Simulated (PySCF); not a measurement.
## Fractional electron number in As²⁺ (arsenic, charge +2)

The 4p alpha orbital of [Ar] 3d10 4s2 4p1 is emptied in steps (occupation f), with all orbitals relaxed, ending at [Ar] 3d10 4s2. All numbers are calculated (PySCF 2.14, scalar relativity through the core potential, in aug-cc-pVTZ-PP with ECP10MDF (6s5p4d2f, 55 functions)). The exact energy is a straight line in f; departures are measured from the line between the end points of the same method.

```csv
f,UHF (eV),LDA (eV),PBE (eV),PBE0 (eV),r2SCAN (eV),LC-wPBE (eV),BHandHLYP (eV),wB97X (eV),BLYP (eV),CAM-B3LYP (eV)
1,0.000,0.000,0.000,0.000,0.000,0.000,0.000,0.000,0.000,0.000
0.9,0.029,-0.451,-0.437,-0.321,-0.417,-0.070,-0.217,-0.105,-0.450,-0.209
0.7,0.068,-1.053,-1.019,-0.746,-0.963,-0.158,-0.506,-0.246,-1.049,-0.487
0.5,0.080,-1.253,-1.208,-0.882,-1.131,-0.182,-0.600,-0.296,-1.247,-0.577
0.3,0.067,-1.050,-1.010,-0.735,-0.931,-0.146,-0.502,-0.251,-1.045,-0.482
0.1,0.028,-0.448,-0.430,-0.312,-0.386,-0.059,-0.214,-0.109,-0.446,-0.205
0,0.000,0.000,0.000,0.000,0.000,0.000,0.000,0.000,0.000,0.000
```

```csv
method,E(f=0) − E(f=1) (eV),−ε at f=1 (eV),−ε at f=0.5 (eV)
UHF,27.481,27.809,27.478
LDA,28.133,23.125,28.142
PBE,27.974,23.111,28.000
PBE0,28.032,24.456,28.064
r2SCAN,28.262,23.618,28.356
LC-wPBE,28.159,27.378,28.193
BHandHLYP,28.021,25.605,28.032
wB97X,27.895,26.729,27.881
BLYP,27.929,22.934,27.942
CAM-B3LYP,28.144,25.819,28.157
```

Orbital energy along the path (eV):

```json
{"f": "1", "UHF": "-27.809", "LDA": "-23.125", "PBE": "-23.111", "PBE0": "-24.456", "r2SCAN": "-23.618", "LC-wPBE": "-27.378", "BHandHLYP": "-25.605", "wB97X": "-26.729", "BLYP": "-22.934", "CAM-B3LYP": "-25.819"}
{"f": "0.9", "UHF": "-27.741", "LDA": "-24.121", "PBE": "-24.088", "PBE0": "-25.183", "r2SCAN": "-24.575", "LC-wPBE": "-27.549", "BHandHLYP": "-26.092", "wB97X": "-26.959", "BLYP": "-23.931", "CAM-B3LYP": "-26.288"}
{"f": "0.7", "UHF": "-27.608", "LDA": "-26.127", "PBE": "-26.047", "PBE0": "-26.632", "r2SCAN": "-26.481", "LC-wPBE": "-27.882", "BHandHLYP": "-27.065", "wB97X": "-27.418", "BLYP": "-25.934", "CAM-B3LYP": "-27.225"}
{"f": "0.5", "UHF": "-27.478", "LDA": "-28.142", "PBE": "-28.000", "PBE0": "-28.064", "r2SCAN": "-28.356", "LC-wPBE": "-28.193", "BHandHLYP": "-28.032", "wB97X": "-27.881", "BLYP": "-27.942", "CAM-B3LYP": "-28.157"}
{"f": "0.3", "UHF": "-27.351", "LDA": "-30.150", "PBE": "-29.929", "PBE0": "-29.467", "r2SCAN": "-30.152", "LC-wPBE": "-28.473", "BHandHLYP": "-28.989", "wB97X": "-28.358", "BLYP": "-29.939", "CAM-B3LYP": "-29.077"}
{"f": "0.1", "UHF": "-27.228", "LDA": "-32.130", "PBE": "-31.811", "PBE0": "-30.822", "r2SCAN": "-31.775", "LC-wPBE": "-28.702", "BHandHLYP": "-29.930", "wB97X": "-28.859", "BLYP": "-31.903", "CAM-B3LYP": "-29.977"}
{"f": "0", "UHF": "-27.167", "LDA": "-33.096", "PBE": "-32.728", "PBE0": "-31.474", "r2SCAN": "-32.451", "LC-wPBE": "-28.785", "BHandHLYP": "-30.395", "wB97X": "-29.112", "BLYP": "-32.862", "CAM-B3LYP": "-30.419"}
```

Reference removal energy between the ground levels: 28.349 ± 0.012 eV (measured; NIST Atomic Spectra Database, ionization energies). The calculation has no spin-orbit coupling. UHF lacks correlation.
